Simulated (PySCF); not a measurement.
# Spin states and ions at one geometry of Pt3

PySCF 2.14.0, UKS TPSS, Pt def2-SVP with ECP60; non-relativistic Hamiltonian with scalar-relativistic core potentials where named; density fitting; no spin-orbit coupling; singlets restricted, open shells unrestricted. The geometry is relaxed for charge 0, triplet, vacuum:

```xyz
3

Pt    0.0000    0.0000    2.3842
Pt    0.0000    0.0000    0.0000
Pt    0.0000    0.0000   -2.3842
```

Energies count from the relaxed state; an electron taken off or put on is at rest in vacuum. Charges and spins are Mulliken's.

Task: Order these states by energy, lowest first.
A. charge -1, quartet, vacuum
B. charge 0, triplet, vacuum
C. charge 0, quintet, vacuum
D. charge -1, doublet, vacuum
E. charge +1, doublet, vacuum
F. charge +1, quartet, vacuum

Result: A (-3.32 eV), D (-3.11 eV), C (-0.28 eV), B (0.00 eV), F (8.23 eV), E (8.44 eV).

Task: How do charge and spin on the first atom follow?

Result: 
| state | spin squared | charge on Pt1 (e) | spin on Pt1 (e) | dipole about the centre of mass (D) |
| --- | --- | --- | --- | --- |
| charge 0, triplet, vacuum | 3.01 | 0.17 | 0.77 | 0.00 |
| charge 0, quintet, vacuum | 6.01 | 0.15 | 1.39 | 0.00 |
| charge +1, doublet, vacuum | 1.67 | 0.62 | -0.42 | 0.01 |
| charge +1, quartet, vacuum | 3.76 | 0.57 | 0.87 | 0.00 |
| charge -1, doublet, vacuum | 1.76 | -0.26 | 0.31 | 0.00 |
| charge -1, quartet, vacuum | 3.76 | -0.26 | 1.01 | 0.00 |

With an electron taken off (quartet, the lower of the two states computed) the charges change, summed by element, by Pt +1.00 e. The vertical ionisation energy is 8.23 eV, against −ε(HOMO) = 5.50 eV over both spins of the relaxed state. The level lies 2.7 eV too high, as is usual for semilocal functionals and global hybrids, which keep a self-interaction error.

With an electron put on (quartet, the lower of the two states computed) the charges change, summed by element, by Pt -1.00 e. The vertical electron affinity is 3.32 eV, against −ε(LUMO) = 5.39 eV over both spins of the relaxed state. The basis has no diffuse functions, which an added electron needs.

Open shells may have lower solutions than those found. Hard to converge, so the more doubtful: charge +1, doublet, vacuum; charge +1, quartet, vacuum. Spin squared well over S(S+1) tells of spin contamination.

The relaxed state isn't the lowest spin state tried at its geometry. No frequency check is given that shows the relaxed geometry to be a minimum. The relaxed state is spin-contaminated (spin squared 3.01 against 2.00).
